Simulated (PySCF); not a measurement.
**Vibration and rotation of SiSn**

UHF-CCSD(T) constants of SiSn, ³Σ⁻ (triplet), unpaired electrons π ↑↑ (basis Si cc-pV(D+d)Z, Sn cc-pVDZ-PP with ECP28; scalar-relativistic core potentials; PySCF 2.14; masses 27.9769 and 119.9022 u):

* ωe: 337.7 cm⁻¹
* ωexe: 1.0 cm⁻¹
* Be: 0.11401 cm⁻¹
* αe: 0.000473 cm⁻¹
* D (centrifugal): 5.2e-08 cm⁻¹
* De to Si + Sn: 2.19 eV

(1) Give the vibrational terms G(v) and spacings up to v = 6.

(2) How well does the Morse estimate ωe²/(4ωexe) reproduce De, and what is D0?

Correlated steps freeze 9 core orbitals. Correlated levels converge slowly with the basis: in double zeta they bind strong bonds too weakly, by up to about 1 eV, and carry superposition errors of some tenths. Spin–orbit coupling is left out, which matters for elements this heavy, above all for dissociation energies. The state was picked by a PBE0 search and need not be the measured ground state.

Answers

(1) G(v) = ωe(v+½) − ωexe(v+½)².

| v | G(v) (cm⁻¹) | G(v) − G(v−1) | Bv (cm⁻¹) |
| --- | --- | --- | --- |
| 0 | 168.6 |  | 0.1138 |
| 1 | 504.3 | 335.7 | 0.1133 |
| 2 | 838.0 | 333.7 | 0.1128 |
| 3 | 1169.7 | 331.7 | 0.1124 |
| 4 | 1499.4 | 329.7 | 0.1119 |
| 5 | 1827.1 | 327.7 | 0.1114 |
| 6 | 2152.8 | 325.7 | 0.1109 |

(2) It gives 3.53 eV, 161 % of the computed De. D0 = De − G(0) = 2.19 − 0.02 = 2.17 eV.
